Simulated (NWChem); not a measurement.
System: CH$_{3}$AlFI; SMILES [I][Al]([F])[CH3]

Parts of the log:

```
             Northwest Computational Chemistry Package (NWChem) 7.3.0
             --------------------------------------------------------

                             Geometry "geometry" -> ""
                             -------------------------

 Output coordinates in angstroms (scale by  1.889725989 to convert to a.u.)

  No.       Tag          Charge          X              Y              Z
 ---- ---------------- ---------- -------------- -------------- --------------
    1 Al                  13.0000    -0.06031098    -1.35563665     0.00509093
    2 F                    9.0000    -1.57734298    -2.04065665    -0.01756707
    3 I                   53.0000     0.00427602     1.10830935     0.00104893
    4 C                    6.0000     1.52935402    -2.45617165     0.00872693
    5 H                    1.0000     2.31740502    -2.02425065     0.72096193
    6 H                    1.0000     1.98190902    -2.46381365    -1.04702707
    7 H                    1.0000     1.27806202    -3.52611465     0.31003193

 Effective nuclear repulsion energy (a.u.)     371.3480742848

                                Z-matrix (autoz)
                                --------

 Units are Angstrom for bonds and degrees for angles

[...]

      ----------------------
      Optimization converged
      ----------------------

  Step       Energy      Delta E   Gmax     Grms     Xrms     Xmax
  ---- ---------------- -------- -------- -------- -------- --------
@   34    -679.59933738 -1.2D-09  0.00000  0.00000  0.00001  0.00001
                                     ok       ok       ok       ok

                                Z-matrix (autoz)
                                --------

 Units are Angstrom for bonds and degrees for angles

[...]

 Rotational Constants
 --------------------
 A=   0.194924 cm-1  (  0.280447 K)
 B=   0.044387 cm-1  (  0.063861 K)
 C=   0.036401 cm-1  (  0.052372 K)

 Temperature                      =   298.15K
 frequency scaling parameter      =   1.0000

 Zero-Point correction to Energy  =   24.573 kcal/mol  (  0.039159 au)
 Thermal correction to Energy     =   28.585 kcal/mol  (  0.045553 au)
 Thermal correction to Enthalpy   =   29.177 kcal/mol  (  0.046497 au)

 Total Entropy                    =   85.918 cal/mol-K
   - Translational                =   41.580 cal/mol-K (mol. weight = 187.9038)
   - Rotational                   =   28.016 cal/mol-K (symmetry #  =        1)
   - Vibrational                  =   16.322 cal/mol-K

 Cv (constant volume heat capacity) =   18.757 cal/mol-K
   - Translational                  =    2.979 cal/mol-K
   - Rotational                     =    2.979 cal/mol-K
   - Vibrational                    =   12.798 cal/mol-K

[normal modes left out]

 ----------------------------------------------------------------------------
 Normal Eigenvalue ||           Projected Infra Red Intensities
  Mode   [cm**-1]  || [atomic units] [(debye/angs)**2] [(KM/mol)] [arbitrary]
 ------ ---------- || -------------- ----------------- ---------- -----------
    1       -0.000 ||    0.000008           0.000         0.008       0.004
    2        0.000 ||    0.000017           0.000         0.017       0.007
    3        0.000 ||    0.000126           0.003         0.123       0.055
    4        0.000 ||    0.000284           0.007         0.277       0.124
    5        0.000 ||    0.000346           0.008         0.337       0.152
    6        0.000 ||    0.001596           0.037         1.556       0.699
    7       21.593 ||    0.000018           0.000         0.017       0.008
    8      134.404 ||    0.001813           0.042         1.767       0.794
    9      177.891 ||    0.011760           0.271        11.464       5.152
   10      201.661 ||    0.025029           0.577        24.399      10.964
   11      334.138 ||    0.055709           1.285        54.308      24.404
   12      652.500 ||    0.050557           1.166        49.285      22.147
   13      656.523 ||    0.066903           1.544        65.220      29.308
   14      701.639 ||    0.103585           2.390       100.980      45.377
   15      882.119 ||    0.133411           3.078       130.056      58.443
   16     1211.416 ||    0.021083           0.486        20.552       9.236
   17     1415.307 ||    0.003375           0.078         3.290       1.478
   18     1421.189 ||    0.002778           0.064         2.708       1.217
   19     3055.007 ||    0.000425           0.010         0.415       0.186
   20     3153.363 ||    0.000254           0.006         0.248       0.111
   21     3178.310 ||    0.000302           0.007         0.295       0.132
 ----------------------------------------------------------------------------
```

Level: PBE0/def2-SVP with def2 effective core potentials on I. def2 effective core potentials on I; no spin-orbit coupling.

Task: Reconstruct the input file.

Result: This is not unique; one that fits is the input that was run:
```
start job
memory heap 200 mb stack 900 mb global 1100 mb
geometry units angstroms noautosym
  Al    -0.030635    -1.400995     0.004745
  F     -1.547667    -2.086015    -0.017913
  I      0.033952     1.062951     0.000703
  C      1.559030    -2.501530     0.008381
  H      2.347081    -2.069609     0.720616
  H      2.011585    -2.509172    -1.047373
  H      1.307738    -3.571473     0.309686
end
basis spherical
  * library def2-svp
end
ecp
  I library def2-ecp
end
dft
  xc pbe0
  grid fine
  iterations 150
end
driver
  maxiter 120
  tight
end
task dft optimize
dft
  grid fine
  convergence energy 1d-8 density 1d-7
end
task dft freq numerical
```
